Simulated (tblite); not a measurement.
Compound: C4H8Al2Cl2.
Bonds: C1–C2, C2–C3 (triple), C3–C4, C4–Al5, Al5–Cl6, Cl6–Al7, Al7–Cl8, Al5–Cl8. Hydrogens: H9, H10, H11 on C1; H12, H13 on C4; H14 on Al5; H15, H16 on Al7.
Bond orders are those of one Lewis drawing.

Computed with GFN2-xTB (tblite), gas phase: L-BFGS steps from a force-field or distance-geometry start until the largest atomic force falls under 0.01 eV/Å.

Geometry at step 11:
```
atom  x, y, z in Å
C1     -3.7051    0.3618    0.5227
C2     -2.4090    0.1403   -0.0878
C3     -1.3282   -0.0656   -0.5727
C4     -0.0379   -0.3623   -1.1873
Al5     1.1355    1.0687   -0.4217
Cl6     1.8463    0.4519    1.6000
Al7     3.7826   -0.1629    0.7901
Cl8     3.2527    0.8435   -1.0836
H9     -3.5890    0.9830    1.4101
H10    -4.3669    0.8511   -0.1901
H11    -4.1440   -0.5940    0.8113
H12     0.2047   -1.4195   -0.9720
H13    -0.1585   -0.2792   -2.2825
H14     0.8503    2.5836   -0.4057
H15     3.7515   -1.6929    0.5050
H16     4.9073    0.5689    1.5529
```

Problem. What forces act on the atoms?

Solution. 
```csv
atom,Fx (eV/Å),Fy (eV/Å),Fz (eV/Å)
C1,0.110,-0.051,-0.034
C2,0.188,-0.070,-0.054
C3,-0.070,-0.015,0.007
C4,-0.019,0.045,-0.056
Al5,-0.047,-0.110,-0.071
Cl6,-0.086,-0.020,0.012
Al7,-0.066,0.009,-0.052
Cl8,0.036,-0.020,-0.022
H9,-0.089,0.037,-0.005
H10,-0.036,0.057,0.042
H11,-0.010,0.022,0.013
H12,0.006,0.179,-0.042
H13,0.009,-0.058,0.169
H14,0.103,-0.124,0.107
H15,0.024,0.116,0.051
H16,-0.054,0.002,-0.065
```

The largest, 0.21 eV/Å, acts on C2; the rms over all components is 0.072 eV/Å. The forces sum to zero within rounding, as they must for an isolated molecule in no field.

Problem. Give the force on C2 in Eh/bohr and in nN.

Solution. 0.208 eV/Å ÷ 51.422 = 0.00404 Eh/bohr, and 0.208 eV/Å × 1.602 = 0.33 nN.

Problem. How far is this geometry from the end of the optimisation?

Solution. 0.090 eV above it, and 0.535 Å rms away after alignment. The bonds farthest from their final lengths, with half the difference of the two atoms' forces along the bond (positive lengthens):

```tsv
bond	now (Å)	final (Å)	force along bond (eV/Å)
Al5–Cl8	2.230	2.209	+0.03
C4–Al5	2.003	1.987	-0.07
Al7–H15	1.557	1.542	-0.06
Cl6–Al7	2.187	2.175	+0.02
C4–H13	1.105	1.094	-0.12
C4–H12	1.106	1.096	-0.06
```

The angle farthest from its final value is C3–C4–Al5, 102.2° against 87.2°.

Of the 6 listed bonds off by 0.010 Å or more, this force points towards the final length in 4.

The cost below is that of the whole relaxation. The run took 2.4 s on an Arm Neoverse N1 with one thread, shared host with 64 logical CPUs at a one-minute load of 61.
